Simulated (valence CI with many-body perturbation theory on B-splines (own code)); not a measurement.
Values are calculated unless marked as measured or tabulated.
**Level structure of Tl⁷⁴⁺**

Level of theory: relativistic CI+MBPT: five valence electrons over a frozen Dirac-Fock core [He], radial functions for each j: 11 s, 11 p, 10 d, 8 f, 5 g, 2 h, with the one-electron correlation potential Σ1, the two-electron term Σ2, the three-electron term Σ3, Breit, model QED; selected CI, second order for the rest, scaled by the run's own slope (own B-spline code, finite nucleus).

The last digits are not significant, and no measured levels were compared; by estimate large intervals hold to a few tenths of a per cent, small ones and those within an open d or f shell to about a per cent. Among the levels kept, up to 7600 cm⁻¹ of a level comes from second order outside the variational space, and about a tenth of that is noise between levels of different J, which matters for small intervals.

Levels 46 to 90 of 202, with energies above the lowest level, (2s^2 2p1/2^2 2p3/2) J=3/2. "Leading %" is the weight of the configuration and term that name the level; weights of strongly mixed levels are sums over their largest components and can fall short. In the jj column 3d3/2^4 stands for four electrons in 3d with j = 3/2.

```csv
No.,Configuration,Term,J,E (eV),Leading %,g,Leading jj
46,2s²2p²3d,⁴D,1/2,13575,78,0.256,2s^2 2p1/2 2p3/2 3d3/2 (100 %)
47,2s²2p²3d,²G,7/2,13585,56,0.988,2s^2 2p1/2 2p3/2 3d3/2 (99 %)
48,2s²2p²3d,²D,5/2,13602,37,1.108,2s^2 2p1/2 2p3/2 3d3/2 (99 %)
49,2s²2p²3d,²D,3/2,13608,47,1.092,2s^2 2p1/2 2p3/2 3d3/2 (99 %)
50,2s²2p²3d,²P,1/2,13619,39,1.564,2s^2 2p1/2 2p3/2 3d3/2 (100 %)
51,2s²2p²3d,⁴D,7/2,13718,46,1.292,2s^2 2p1/2 2p3/2 3d5/2 (98 %)
52,2s²2p²3d,²G,9/2,13738,65,1.157,2s^2 2p1/2 2p3/2 3d5/2 (100 %)
53,2s²2p²3d,²P,3/2,13739,41,1.309,2s^2 2p1/2 2p3/2 3d5/2 (99 %)
54,2s²2p²3d,²F,5/2,13741,44,1.124,2s^2 2p1/2 2p3/2 3d5/2 (99 %)
55,2s²2p²3d,²D,5/2,13758,57,1.250,2s^2 2p1/2 2p3/2 3d5/2 (98 %)
56,2s²2p²3d,²F,7/2,13767,70,1.121,2s^2 2p1/2 2p3/2 3d5/2 (98 %)
57,2s²2p²3d,²D,3/2,13776,57,0.957,2s^2 2p1/2 2p3/2 3d5/2 (99 %)
58,2s²2p²3d,²P,1/2,13781,56,1.237,2s^2 2p1/2 2p3/2 3d5/2 (99 %)
59,2s2p³3p,⁴D,7/2,13811,49,1.403,2s 2p1/2^2 2p3/2 3p3/2 (97 %)
60,2s2p³3p,²P,3/2,13822,32,1.479,2s 2p1/2^2 2p3/2 3p3/2 (98 %)
61,2s2p³3p,⁴P,5/2,13842,38,1.390,2s 2p1/2^2 2p3/2 3p3/2 (98 %)
62,2s2p³3p,²P,1/2,13847,41,1.370,2s 2p1/2^2 2p3/2 3p3/2 (100 %)
63,2s2p³3p,²D,5/2,13918,34,1.252,2s 2p1/2^2 2p3/2 3p3/2 (99 %)
64,2s2p³3d,⁴D°,5/2,13923,30,1.221,2s 2p1/2^2 2p3/2 3d3/2 (100 %)
65,2s2p³3d,⁴D°,3/2,13929,30,1.318,2s 2p1/2^2 2p3/2 3d3/2 (100 %)
66,2s2p³3d,²F°,7/2,13932,26,1.196,2s 2p1/2^2 2p3/2 3d3/2 (98 %)
67,2s2p³3d,⁴P°,1/2,13935,47,2.175,2s 2p1/2^2 2p3/2 3d3/2 (100 %)
68,2s2p³3p,²P,3/2,13939,37,1.218,2s 2p1/2^2 2p3/2 3p3/2 (99 %)
69,2s2p³3p,⁴P,1/2,13944,38,1.731,2s 2p1/2^2 2p3/2 3p3/2 (99 %)
70,2s2p³3d,²D°,3/2,14023,38,0.899,2s 2p1/2^2 2p3/2 3d3/2 (96 %)
71,2s2p³3d,²F°,5/2,14028,37,0.916,2s 2p1/2^2 2p3/2 3d3/2 (100 %)
72,2s2p³3d,⁴D°,1/2,14039,46,0.597,2s 2p1/2^2 2p3/2 3d3/2 (99 %)
73,2s2p³3d,⁴F°,9/2,14072,52,1.313,2s 2p1/2^2 2p3/2 3d5/2 (100 %)
74,2s2p³3d,⁴D°,5/2,14100,30,1.313,2s 2p1/2^2 2p3/2 3d5/2 (100 %)
75,2s2p³3d,⁴D°,7/2,14106,41,1.280,2s 2p1/2^2 2p3/2 3d5/2 (98 %)
76,2s2p³3d,²D°,3/2,14117,33,1.167,2s 2p1/2^2 2p3/2 3d5/2 (96 %)
77,2s2p³3d,²P°,1/2,14137,52,0.756,2s 2p1/2^2 2p3/2 3d5/2 (99 %)
78,2s2p³3d,²F°,7/2,14187,36,1.166,2s 2p1/2^2 2p3/2 3d5/2 (100 %)
79,2s2p³3d,²D°,5/2,14204,40,1.137,2s 2p1/2^2 2p3/2 3d5/2 (100 %)
80,2s2p³3d,²P°,3/2,14207,33,1.259,2s 2p1/2^2 2p3/2 3d5/2 (100 %)
81,2s²2p²3s,⁴P,5/2,14898,65,1.423,2s^2 2p3/2^2 3s (99 %)
82,2s²2p²3s,²P,3/2,14910,55,1.147,2s^2 2p3/2^2 3s (99 %)
83,2s²2p²4s,⁴P,1/2,14929,45,1.991,2s^2 2p1/2^2 4s (100 %)
84,2s²2p²3s,²S,1/2,14975,67,1.975,2s^2 2p3/2^2 3s (99 %)
85,2s²2p²4p,²P°,1/2,14979,47,0.651,2s^2 2p1/2^2 4p1/2 (100 %)
86,2s²2p²3p,⁴P°,3/2,15040,28,1.417,2s^2 2p3/2^2 3p1/2 (98 %)
87,2s²2p²3p,²D°,5/2,15042,38,1.160,2s^2 2p3/2^2 3p1/2 (98 %)
88,2s²2p²3p,²P°,1/2,15113,74,0.643,2s^2 2p3/2^2 3p1/2 (98 %)
89,2s2p³3s,⁶S°,5/2,15174,50,1.634,2s 2p1/2 2p3/2^2 3s (99 %)
90,2s2p³3s,⁴S°,3/2,15208,49,1.466,2s 2p1/2 2p3/2^2 3s (99 %)
```
